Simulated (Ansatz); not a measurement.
A series at Al: from `[Br][Al]([Br])[Br]`, ligands are replaced one by one, each step taking up H₂O and setting free HBr; n counts the steps. Ansatz, PBE0-D4/def2-TZVP geometries. Each molecule was computed in one conformer, which needn't be the lowest.

CBS adds triple-zeta CCSD(T) − MP2 to the MP2 limit, frozen cores; atoms without spin–orbit coupling. Outer-core shells of Br are correlated without core-valence functions. Scalar relativity is left out up to krypton. Spin–orbit coupling is left out.

```
n              molecule  atomization energy, CCSD(T)/CBS (kJ/mol)
0  `[Br][Al]([Br])[Br]`                                    1156.0
1  `[OH][Al]([Br])[Br]`                                    1710.5
2  `[OH][Al]([OH])[Br]`                                         ?
3  `[OH][Al]([OH])[OH]`                                    2814.1
```

Problem. By hand: fit a straight line y = ȳ + b (n − n̄) to the 3 given rows and predict n = 2.

Solution. n̄ = 1.333, ȳ = 1893.53; Σ(n − n̄)(y − ȳ) = 2578.67, Σ(n − n̄)² = 4.667, so b = 552.53 kJ/mol a step. Prediction: 1893.53 + (552.53) × (0.667) = 2262.1 kJ/mol.

Problem. By hand: compare with the computed value, 2262.9 kJ/mol, and give the steps along the whole series.

Solution. The line misses by 0.8 kJ/mol (computed minus predicted). Steps: 554.5, 552.4, 551.2 kJ/mol.

The steps differ by at most 3.3 kJ/mol, 0.6 % of a mean step, so the ligands' effects nearly add and a line is close. The miss is 0.0 % of the series' range. The energies themselves are unsure by some kJ/mol a bond, though much of that is common to the series.
